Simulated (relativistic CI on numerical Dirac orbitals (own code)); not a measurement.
Crystal-field levels of Mn⁵⁺, 3d2

Calculated by Dirac-Coulomb-Breit CI, orbitals from a KLI potential per configuration, model QED, valence Slater integrals scaled by 0.75, one configuration in a parametric crystal field (own radial code).

Field parameters in Wybourne normalisation: Oh B⁴₀ = 21Dq, B⁴₄ = √(5/14) B⁴₀. The field is a parameter set, without covalency.

S is read from ⟨S²⟩ = S(S + 1).

Levels (cm⁻¹, degeneracy): 0 (2), 29 (3), 659 (3), 970 (1), 14573 (3), 14880 (1), 15225 (3), 15235 (2), 15831 (3), 15837 (2), 28914 (1), 29202 (3).

**Question.** Which field gives this pattern?
A. Oh, 10Dq = 24050 cm⁻¹
B. Oh, 10Dq = 37250 cm⁻¹
C. Oh, 10Dq = 11950 cm⁻¹
D. Oh, 10Dq = 16450 cm⁻¹

**Answer.** D. Oh, 10Dq = 16450 cm⁻¹, ground level with S = 1.00.
